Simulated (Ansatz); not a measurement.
`C[SiH](Cl)[SiH2]O` + `N=C=O` → `C[SiH](Cl)N=C=O` + `O[SiH3]`  (cleavage of the Si–Si bond)

Calculated with Ansatz (gas phase, PBE0-D4/def2-TZVP geometries, no zero-point term in ΔE). CCSD(T)/CBS is the MP2 limit (def2-TZVPP, def2-QZVPP) plus CCSD(T) − MP2 in def2-TZVPP, frozen cores. This one scheme is used for every species. Functionals use def2-TZVPP. Each species was taken in one conformer, which may not be the lowest.

CCSD(T)/CBS gives -25.9 kcal/mol.

Question: Another level gave -19.7 kcal/mol. Which?
A. PBE0/def2-TZVPP
B. ωB97X-V/def2-TZVPP
C. HF/def2-TZVPP
D. PBE-D4/def2-TZVPP

Answer: D. PBE-D4 -19.7, ωB97X-V -25.2, PBE0 -22.9, HF/def2-TZVPP -32.8 kcal/mol.

Largest T1 diagnostic among the species: 0.018.

In def2-TZVPP, CCSD(T) changes the Hartree–Fock value by +6.4 kcal/mol (the triples alone add +0.9 kcal/mol) and MP2 by +4.1 kcal/mol. From PBE to PBE0 (25 % exact exchange), in def2-TZVPP and without D4, ΔE moves by −2.5 kcal/mol. The D4 term adds +1.1 kcal/mol with B3LYP and +0.6 kcal/mol with PBE0; it sums over pairs of atoms, weighted by their polarisabilities, and B3LYP, whose exchange is more repulsive, gets the larger term.

B3LYP here is the variant with VWN-RPA as its local correlation; programs differ in this.
